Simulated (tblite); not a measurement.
Parent: `[CH2:1]=[CH:2][PH+:3]([CH:4]=[CH2:5])[CH2:6][CH2:7][CH3:8]` (charge +1) with C1–C2–P3–C4 -121°, C2–P3–C4–C5 113°, C2–P3–C6–C7 172°, P3–C6–C7–C8 56°, [C7H14P]+.

Structures optimised with GFN2-xTB, isolated species. One conformer each, not checked by frequencies here.

```csv
coordinate of the parent,value
C1=C2,1.326 Å
C2–P3,1.794 Å
P3–C4,1.792 Å
C4=C5,1.325 Å
P3–C6,1.819 Å
C6–C7,1.530 Å
C7–C8,1.521 Å
C1–C2–P3,122.8°
C2–P3–C4,109.9°
C2–P3–C6,108.9°
C4–P3–C6,110.6°
P3–C4–C5,123.4°
P3–C6–C7,112.9°
C6–C7–C8,111.8°
```

Problem. In one relative the bonds that all share with the parent change as follows (parent's numbers): C1–C2 0.000, C2–P3 -0.003, P3–C4 0.000, C4–C5 +0.001 Å. Which is it?
A. `[CH2:1]=[CH:2][PH+:3]([CH2:4][CH2:5][CH3:6])[CH2:7][CH2:8][CH3:9]` (charge +1) with C1–C2–P3–C4 -112°, C2–P3–C4–C5 -174°, P3–C4–C5–C6 -55°, C2–P3–C7–C8 -51°, P3–C7–C8–C9 -58°
B. `[CH2:1]=[CH:2][PH+:3]([CH:4]=[CH2:5])[CH:6]1[CH2:7][CH2:8][CH2:9]1` (charge +1) with C1–C2–P3–C4 123°, C2–P3–C4–C5 -123°, C2–P3–C6–C7 69°, P3–C6–C7–C8 102°, C6–C7–C8–C9 11°, C7–C8–C9–C6 -11°, P3–C6–C9–C8 -102°

Solution. B. The changes in all of them (Å):

```json
{"SMILES": "C=C[PH+](CCC)CCC", "C1–C2": "+0.205", "C2–P3": "+0.026", "P3–C4": "-0.001", "C4–C5": "+0.001"}
{"SMILES": "C=C[PH+](C=C)C1CCC1", "C1–C2": "0.000", "C2–P3": "-0.003", "P3–C4": "0.000", "C4–C5": "+0.001"}
```

Atoms are paired thus: C=C[PH+](CCC)CCC: C1 = C5, C2 = C4, P3 = P3, C4 = C2, C5 = C1, C6 = C7, C7 = C8, C8 = C9; C=C[PH+](C=C)C1CCC1: C1 = C1, C2 = C2, P3 = P3, C4 = C4, C5 = C5.

All values are computed, not measured.
